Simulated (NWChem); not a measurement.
System: Si₂H₅O₂F; SMILES O[SiH2]O[SiH2]F

NWChem input:

```
start job
memory heap 200 mb stack 900 mb global 1100 mb
geometry units angstroms
  O     -1.676050     0.619380    -1.106889
  Si    -1.611166    -0.073232     0.353273
  O     -0.055054    -0.362337     0.775220
  Si     1.510678    -0.300943     0.453194
  F      1.662832     0.377067    -1.005531
  H     -0.878397     0.803764    -1.598386
  H     -2.110047     0.856205     1.355646
  H     -2.239597    -1.384933     0.298881
  H      2.016629    -1.650888     0.310845
  H      2.147525     0.613553     1.378599
end
basis spherical
  * library def2-svp
end
dft
  xc pbe0
  iterations 150
end
driver
  maxiter 120
end
task dft optimize
task dft freq
```

The optimisation ended at a saddle point (imaginary frequency).

The level has its own optimisation; frequencies are unscaled. Brackets give each atom's bonded neighbours.

What results follow from this input? (PBE0/def2-SVP.) Quantities: r O–Si [O(HSi)–Si(HHOO)] (Å); r H–O (Å); r O–Si [O(SiSi)–Si(HHOO)] (Å); r H–Si [H(Si)–Si(HHOO)] (Å); highest harmonic frequency (cm⁻¹); lowest (cm⁻¹); zero-point energy (kcal/mol); dipole (D).


| Quantity | Result |
|---|---|
| r O–Si [O(HSi)–Si(HHOO)] (Å) | 1.652 |
| r H–O (Å) | 0.965 |
| r O–Si [O(SiSi)–Si(HHOO)] (Å) | 1.674 |
| r H–Si [H(Si)–Si(HHOO)] (Å) | 1.487 |
| highest harmonic frequency (cm⁻¹) | 3884 |
| lowest (cm⁻¹) | -95 |
| zero-point energy (kcal/mol) | 35.9 |
| dipole (D) | 1.70 |
